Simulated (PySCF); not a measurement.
This PySCF input asks for the NMR shieldings of `BN(B(F)CC=C)C1CC1`, C6H12B2FN; the geometry comes from GFN2-xTB.

```python
import basis_set_exchange as bse
import numpy as np
from pyscf import gto, dft
from pyscf.prop import nmr

atoms = """
B     0.318505    0.099395    1.993219
N    -0.375488   -0.379359    0.863785
B     0.233258   -1.002334   -0.268092
F    -0.587318   -1.519058   -1.184438
C     1.797205   -1.097125   -0.559558
C     2.301109    0.230781   -1.046078
C     2.662004    0.484711   -2.290309
C    -1.825810   -0.308326    0.852519
C    -2.528273    0.449212   -0.232811
C    -2.523521    0.977085    1.170321
H     1.482119    0.022174    2.032495
H    -0.286538    0.551660    2.885896
H     1.986083   -1.851767   -1.324360
H     2.353150   -1.372276    0.336779
H     2.335067    1.010067   -0.295776
H     3.010963    1.456940   -2.594851
H     2.627377   -0.271497   -3.057560
H    -2.288163   -1.228716    1.194721
H    -3.439912    0.039324   -0.638845
H    -1.914628    0.953958   -0.963147
H    -3.435587    0.933743    1.745700
H    -1.912011    1.840792    1.379537
"""
names = dict.fromkeys(["B", "N", "F", "C", "H"], "pcSseg-1")
basis = {el: gto.basis.parse(bse.get_basis(n, elements=[el], fmt="nwchem")) for el, n in names.items()}
mol = gto.M(atom=atoms, basis=basis, charge=0, verbose=0)
mf = dft.RKS(mol, xc="PBE0")
mf.grids.level = 2
mf.grids.alignment = dft.numint.BLKSIZE   # the property module wants whole blocks of grid points
mf.conv_tol = 1e-9
mf.kernel()

calc = nmr.RKS(mf)   # GIAO
C = mf.mo_coeff
Co = C[:, mf.mo_occ > 0]
resp = mf.gen_response(singlet=True, hermi=2)
def vind(x):   # induced exchange potential for any number of trial vectors
    d = np.einsum("pi,xij,qj->xpq", C, 2 * x.reshape(-1, C.shape[1], Co.shape[1]), Co, optimize=True)
    return np.einsum("xpq,pi,qj->xij", resp(d - d.transpose(0, 2, 1)), C, Co, optimize=True).ravel()
mo1, _ = nmr.rhf.solve_mo1(calc, with_cphf=vind)
sigma = calc.kernel(mo1)
for i, s in enumerate(sigma):   # ppm
    print("%2d %-2s %9.2f" % (i, mol.atom_pure_symbol(i), np.trace(s) / 3))
```

Q: What are the results?

A: 
```
 0 B      49.67
 1 N      77.86
 2 B      64.17
 3 F     237.82
 4 C     158.14
 5 C      44.16
 6 C      65.38
 7 C     151.37
 8 C     175.37
 9 C     175.65
10 H      26.08
11 H      25.98
12 H      29.74
13 H      29.30
14 H      25.79
15 H      26.52
16 H      26.30
17 H      28.87
18 H      30.85
19 H      31.33
20 H      30.87
21 H      31.24
```

These numbers come from an equivalent density-fitted implementation of the same equations, which agrees with the script to about 0.01 ppm for H and up to a few tenths of a ppm for heavy atoms, so last digits may differ.

Size and cost of the density-fitted run: 230 basis functions, 94 s wall time on 1 thread of an Arm Neoverse N1, shared host; peak memory 1.1 GiB.
